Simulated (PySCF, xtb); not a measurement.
CH4OSSe, SMILES CS[Se]O.

Coordinates come from a PBE-D3(BJ)/def2-SVP optimisation. The structure was generated by enumeration, and PubChem lists no compound with its InChIKey, so it may never have been made. Other conformers were not sampled.

Computed with C-PCM-PBE0/def2-SVP (PySCF).

The values are the electrostatic part of the solvation free energy, E(continuum) − E(gas) at the gas-phase geometry, in a cavity of scaled van der Waals radii (PySCF's table); cavitation and dispersion terms are not included. In vacuum the orbital gap is 5.86 eV. The dipole moment in vacuum is 0.77 D.

Question: Estimate the values in water (ε = 78.36), dimethylsulfoxide (ε = 46.83), tetrahydrofuran (ε = 7.43). (Estimate from the structure and the level; the computed values follow.)

Answer: 
```tsv
solvent	ε	ΔG(elec) (kcal/mol)	dipole (D)	gap (eV)
water	78.36	-5.4	0.99	5.91
dimethylsulfoxide	46.83	-5.3	0.99	5.91
tetrahydrofuran	7.43	-4.6	0.95	5.91
```

For comparison, GFN2-xTB/ALPB(water) (xtb, at the GFN2-xTB geometry, all terms of that model) gives -3.9 kcal/mol.
